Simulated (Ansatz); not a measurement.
Ligand exchange: GeH2Cl2 + C2H5I → GeH3Cl + C2H4ClI

Species: GeH2Cl2 `[Cl][GeH2][Cl]`, singlet; C2H5I (iodoethane) `CCI`, singlet; GeH3Cl (chlorogermane) `[Cl][GeH3]`, singlet; C2H4ClI `CC(Cl)I`, singlet. The partners trade Cl for H: Ge–Cl and C–H bonds give way to Ge–H and C–Cl.

Shapes, held fixed at every level: PBE0-D4/def2-TZVP. Programs: Ansatz 0.2.0. The zero-point and thermal change to 298 K, harmonic and unscaled (PBE0-D4/def2-TZVP), is -8.6 kJ/mol.

```csv
level,kind,ΔH(298 K) (kJ/mol),less CCSD(T)/def2-TZVPP,CPU time (sum over the molecules)
HF/def2-TZVPP,Hartree–Fock,+154.4,+20.1,–
SPW92/def2-TZVPP,LDA,+119.9,-14.4,10 s
PBE-D4/def2-TZVPP,GGA,+127.4,-6.9,20 s
BHLYP-D4/def2-TZVPP,global hybrid,+141.5,+7.2,27 s
r2SCAN0-D4/def2-TZVPP,global hybrid,+139.4,+5.1,39 s
wB97M-V/def2-TZVPP,range-separated hybrid,+134.8,+0.5,87 s
wB97X-V/def2-TZVPP,range-separated hybrid,+134.1,-0.2,60 s
CCSD(T)/def2-TZVPP,coupled cluster or CI,+134.3,0.0,10 min
```

The highest level, CCSD(T)/def2-TZVPP, gives ΔH(298 K) = +134.3 kJ/mol; the levels span +119.9 to +154.4. The column of differences is taken from that level and isn't an error. No measured value is set beside it here. For atoms past krypton def2 sets carry core potentials with scalar relativity. Relativity is left out for Ge. Outer-core shells of Ge, I are correlated, in sets that cover them unevenly. Times are processor times on shared x86 and Arm servers, and rough.
